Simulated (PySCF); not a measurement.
Mo(S)2(OH)(Me) (CH4MoOS2), SMILES [CH3][Mo]([OH])(=[S])=[S], multiplicity 1. Atoms are numbered in the order given.

```xyz
9

Mo    -0.1560     0.1198    -0.0089
S      0.8651    -0.4870    -1.7629
S      1.0832    -0.0721     1.6952
O     -0.9992     1.7753    -0.1826
H     -0.9984     2.4832     0.4788
C     -1.6483    -1.3387     0.2567
H     -1.2159    -2.3469     0.3326
H     -2.3202    -1.2905    -0.6160
H     -2.2012    -1.1032     1.1808
```

The structure is a stationary point at B3LYP-D3(BJ)/def2-SVP. The spin state was assumed, not searched. The def2 effective core potentials stand for the cores of Mo; spin–orbit coupling is left out. The values are those of a single conformer.

The numbers are results of PBE/def2-TZVP run with PySCF, not measurements.

Atomic charges (e):

```csv
atom,Mulliken,Löwdin
Mo1,1.08,-0.19
S2,-0.36,0.15
S3,-0.35,0.16
O4,-0.63,-0.24
H5,0.35,0.18
C6,-0.56,-0.47
H7,0.16,0.14
H8,0.16,0.13
H9,0.15,0.13
```
